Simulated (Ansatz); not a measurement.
A structure relaxed at PBE0-D4/def2-SVP in Ansatz, charge 0, quartet:

```xyz
16

Cr    0.960    0.109   -0.018
Br    2.134   -0.651    1.980
P    -0.471    0.768   -1.866
H    -1.472    1.765   -1.696
H    -1.247   -0.199   -2.563
H     0.257    1.325   -2.938
Br    2.110   -1.072   -1.815
P    -0.450    1.171    1.649
H     0.291    1.938    2.571
H    -1.236    0.392    2.545
H    -1.439    2.120    1.266
Br    1.743    2.404   -0.278
P    -0.110   -2.056    0.236
H     0.822   -3.108    0.342
H    -0.960   -2.574   -0.781
H    -0.932   -2.331    1.364
```

(1) Give its formula, name or SMILES and point group.

(2) Summarise the bond lengths by kind (pairs closer than 1.2 times the sum of covalent radii, bridged metal pairs left out).

Answers

(1) fac-CrBr3(PH3)3 (CrP₃H₉Br₃). Point group C3v (tolerance 0.1 Å).

(2) 3 × Br–Cr 2.44 Å; 3 × Cr–P 2.43 Å; 9 × H–P 1.41 to 1.42 Å. The metal has 6 neighbours: Br 2.44 Å, P 2.43 Å, Br 2.44 Å, P 2.43 Å, Br 2.44 Å, P 2.43 Å.
